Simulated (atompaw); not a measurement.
# Cutoff test, Ti, PAW (atompaw)

Ti (Z = 22), PAW, made with atompaw 4.2.0.5 (PBE, scalar-relativistic). Core [Ne], reference 3s2 3p6 3d2 4s2 4p0. Waves: 3s (bound): rc 1.35 bohr; 4s (bound): rc 2.00 bohr; 3p (bound): rc 1.70 bohr; 4p (bound, empty): rc 2.00 bohr; 3d (bound): rc 2.00 bohr; 3d channel at 0.05 Ry: rc 2.00 bohr. Local part: bessel scheme, radius 1.75 bohr. Core correction: smooth core density matched at 1.20 bohr. Augmentation charge: sinc compensation charge, radius 1.95 bohr; PAW radius 2.00 bohr; waves and projectors: custom rrkj gramschmidtortho.

The pseudo-atom Hamiltonian at the reference potential is diagonalised in spherical Bessel functions j_l(qr) that vanish at 20 bohr, with q² up to the cutoff. All-electron valence levels (Ry): 3s -4.6035, 4s -0.3283, 3p -2.8562, 4p -0.1078, 3d -0.3130.

Problem. How do the lowest levels (Ry) of each channel move with the cutoff, and are there ghosts?

Solution.

| cutoff (Ry) | s #1 | s #2 | p #1 | p #2 | p #3 | d #1 | d #2 | f #1 | Σ f·Δε (mRy) |
| --- | --- | --- | --- | --- | --- | --- | --- | --- | --- |
| 8 | -4.4536 | -0.2505 | -2.6286 | -0.0655 | 0.0558 | 0.0179 | 0.0832 | 0.1040 | 2483.1 |
| 10 | -4.4974 | -0.2632 | -2.7291 | -0.0706 | 0.0541 | -0.0249 | 0.0654 | 0.1040 | 1681.1 |
| 15 | -4.5517 | -0.2930 | -2.8245 | -0.0792 | 0.0513 | -0.2148 | 0.0517 | 0.1040 | 561.1 |
| 18 | -4.5804 | -0.3155 | -2.8382 | -0.0829 | 0.0501 | -0.2921 | 0.0498 | 0.1040 | 221.7 |
| 21 | -4.5926 | -0.3241 | -2.8471 | -0.0878 | 0.0487 | -0.3079 | 0.0495 | 0.1040 | 95.4 |
| 30 | -4.6026 | -0.3280 | -2.8556 | -0.1058 | 0.0439 | -0.3126 | 0.0494 | 0.1040 | 7.2 |
| 35 | -4.6033 | -0.3281 | -2.8556 | -0.1073 | 0.0435 | -0.3127 | 0.0494 | 0.1040 | 5.3 |
| 40 | -4.6033 | -0.3282 | -2.8558 | -0.1073 | 0.0435 | -0.3129 | 0.0494 | 0.1040 | 3.5 |
| 45 | -4.6033 | -0.3283 | -2.8561 | -0.1075 | 0.0435 | -0.3130 | 0.0494 | 0.1040 | 1.6 |
| 55 | -4.6034 | -0.3283 | -2.8562 | -0.1077 | 0.0434 | -0.3130 | 0.0494 | 0.1040 | 0.7 |
| 60 | -4.6034 | -0.3283 | -2.8562 | -0.1077 | 0.0434 | -0.3130 | 0.0494 | 0.1040 | 0.5 |
| 400 | -4.6035 | -0.3283 | -2.8562 | -0.1078 | 0.0434 | -0.3130 | 0.0494 | 0.1040 | 0.0 |

Result: no extra level below or beside the all-electron valence levels (s, p, d, f tested); 10 mRy is reached at 30 Ry and 1 mRy at 50 Ry.
